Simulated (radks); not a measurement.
Initial-state core-level shifts of the chlorine ion Cl2+ when its valence configuration changes from [Ne] 3s2 3p3. Calculated with a radial shooting solver on a logarithmic mesh with Libxc functionals: non-relativistic Kohn-Sham, TPSS, spin-polarised, spherical densities, point nucleus; open shells are filled with parallel spins first; meta-GGA in the generalised Kohn-Sham scheme. Shifts are changes of the shell-averaged eigenvalues in eV (positive: less bound); the change of the density at the nucleus, which sets a Mossbauer isomer shift, is in e/bohr^3, on a base of 3227.

valence	1s	2s	2p	density at nucleus
3p5	-2.846	-2.771	-2.755	-26.3142
3s1 3p4	-1.247	-1.238	-1.230	-12.9152
3s1.5 3p3.5	-0.626	-0.622	-0.618	-6.4496
3s0.5 3p4.5	-2.108	-2.057	-2.045	-19.6104
